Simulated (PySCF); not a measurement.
Job file and geometry (Å, from PBE0-D3(BJ)/def2-SVP) of an NMR shielding run on `COCB1OBOBO1`, C2H7B3O4, GIAO wB97X-D/pcSseg-1 NMR shielding, non-relativistic, gas phase in PySCF 2.14.0, density-fitted response routines; density fitting, a coarse starting grid and PySCF grid level 2 are the driver's defaults:

```
$ OMP_NUM_THREADS=1 python probes_run.py task.json out

{"job": {"kind": "nmr", "xc": "wB97X-D", "basis": "pcSseg-1", "pop": false}, "charge": 0, "multiplicity": 1}
C     -2.092288     1.432067    -0.618340
O     -2.192362     0.148146    -0.087075
C     -1.219677    -0.735954    -0.568854
B      0.227540    -0.573951     0.028614
O      0.548723     0.404034     0.939639
B      1.810911     0.488571     1.463209
O      2.769252    -0.407407     1.065263
B      2.472080    -1.384092     0.149921
O      1.207205    -1.460732    -0.365338
H     -2.885910     2.045255    -0.168777
H     -2.232006     1.433210    -1.719268
H     -1.118089     1.907407    -0.394800
H     -1.161851    -0.721931    -1.680388
H     -1.554312    -1.762082    -0.327227
H      2.079076     1.344011     2.264109
H      3.317254    -2.166351    -0.196083
```

**Question.** Write the output of this run.

**Answer.** 
```
coarse grid: 14120 points
cycle   1  E = -455.6251857741  dE =  1.748e+00  |g| = 1.159e+00  |ddm| = 3.402e+00
cycle   2  E = -455.6007193963  dE =  2.447e-02  |g| = 1.288e+00  |ddm| = 1.291e+00
cycle   3  E = -455.8689314730  dE = -2.682e-01  |g| = 5.667e-02  |ddm| = 6.902e-01
cycle   4  E = -455.8696556786  dE = -7.242e-04  |g| = 3.189e-02  |ddm| = 6.600e-02
cycle   5  E = -455.8698216778  dE = -1.660e-04  |g| = 1.281e-02  |ddm| = 2.598e-02
cycle   6  E = -455.8698497259  dE = -2.805e-05  |g| = 1.610e-03  |ddm| = 9.418e-03
cycle   7  E = -455.8698504163  dE = -6.905e-07  |g| = 8.170e-04  |ddm| = 2.640e-03
final grid: 138480 points
cycle   8  E = -455.9543610899  dE = -1.672e-04  |g| = 5.193e-03  |ddm| = 3.735e-02
cycle   9  E = -455.9543634006  dE = -2.311e-06  |g| = 4.601e-03  |ddm| = 7.631e-03
cycle  10  E = -455.9543667622  dE = -3.362e-06  |g| = 7.196e-04  |ddm| = 2.489e-03
cycle  11  E = -455.9543668657  dE = -1.035e-07  |g| = 2.755e-04  |ddm| = 1.049e-03
cycle  12  E = -455.9543668829  dE = -1.720e-08  |g| = 6.055e-05  |ddm| = 3.186e-04
cycle  13  E = -455.9543668838  dE = -8.904e-10  |g| = 2.638e-05  |ddm| = 7.701e-05
converged SCF energy = -455.9543668838

GIAO shielding tensors (ppm)
atom      isotropic    diamagn.    paramagn.     s11        s22        s33       span
  0 C      124.493     245.615    -121.123     92.963     99.806    180.709     87.745
  1 O      349.524     394.628     -45.104    327.184    341.954    379.433     52.248
  2 C      124.592     253.006    -128.414     94.136     98.045    181.595     87.459
  3 B       69.548     195.861    -126.313     36.256     78.418     93.970     57.714
  4 O      128.137     397.614    -269.477    -53.249    100.490    337.172    390.421
  5 B       75.288     195.760    -120.472     60.676     70.074     95.115     34.439
  6 O      124.042     393.527    -269.484    -63.888    102.548    333.466    397.353
  7 B       75.435     194.653    -119.218     60.343     70.821     95.142     34.798
  8 O      131.100     397.271    -266.171    -46.300    107.034    332.565    378.865
  9 H       27.726      28.155      -0.429     24.086     24.960     34.132     10.046
 10 H       28.555      29.202      -0.646     24.896     26.347     34.423      9.527
 11 H       27.956      31.609      -3.653     23.226     28.217     32.426      9.200
 12 H       28.434      31.445      -3.011     24.109     28.369     32.824      8.715
 13 H       27.675      30.291      -2.615     23.087     27.312     32.627      9.540
 14 H       26.813      29.015      -2.202     23.344     26.387     30.707      7.363
 15 H       26.901      28.036      -1.135     23.485     26.221     30.998      7.513
```

**Question.** Turn these shieldings into chemical shifts. Chemical shifts δ = σref − σ; $^{13}$C (184.54 ppm), $^{1}$H (31.38 ppm) vs TMS; $^{17}$O (333.19 ppm) against H2O; $^{11}$B (101.61 ppm) against BF3·OEt2, all at this level.

**Answer.** Averaging equivalent atoms: C 0: 60.0; C 2: 59.9; O 6: 209.1; O 4/8: 203.6; O 1: -16.3; B 3: 32.1; B 5/7: 26.3; H 14/15: 4.52; H 12/13: 3.33; H 9/10/11: 3.30 ppm. Experimental scales use liquid or dissolved standards, which lie at an offset from isolated H2O (liquid H2O: subtract about 36 ppm).

Size and cost of the density-fitted run: 188 basis functions, 29 s wall time on 1 thread of an Arm Neoverse V1, shared host; peak memory 1 GiB.
